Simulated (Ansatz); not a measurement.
IrPt₃⁻, relaxed as a singlet with RKS PBE-D4/def2-SVPD in Ansatz, starting from the GFN1-xTB geometry. Force threshold 0.02 eV/Å.

In the def2 sets Ir, Pt take a core potential; there is no spin–orbit coupling. The restricted singlet is unstable towards broken spin symmetry in Hartree–Fock (as tested in another run); at PBE-D4/def2-SVPD this wasn't settled. The relaxation made no stability test and no search for a lower SCF solution. No other spin state of charge -1 was run. Another isomer (quintet) lies 0.63 eV lower at PBE0-D4/def2-TZVPD; other spin states weren't run for this one.

Start:

Cartesian coordinates in Å:
```
Ir 1.0805 -0.4003 -0.3166
Pt -0.1695 1.2863 -1.3690
Pt 0.3546 -0.4084 1.9040
Pt -1.2656 -0.4777 -0.2185
```

```csv
step,energy (eV),largest force component (eV/Å),SCF passes
1,-12588.4881,4.498,63
2,-12589.1164,1.139,53
3,-12589.2964,0.381,47
4 (rejected),-12589.2921,0.546,51
5,-12589.3346,0.084,44
6,-12589.3358,0.017,36
```

Force components are those of the run's own axes.

End:

```csv
atom,x (Å),y (Å),z (Å)
Ir1,1.089,-0.139,-0.215
Pt2,-0.139,1.274,-1.779
Pt3,0.366,-0.746,2.031
Pt4,-1.316,-0.389,-0.036
```

By distances, no bond broke or formed. The bond that changes most is Pt2–Pt4, from 2.37 to 2.68 Å (atoms count from 1).

No frequencies were taken in this run, so the end may be a saddle point.

It took 4.6 s on 4 threads of AMD EPYC 9R45 on a shared host.
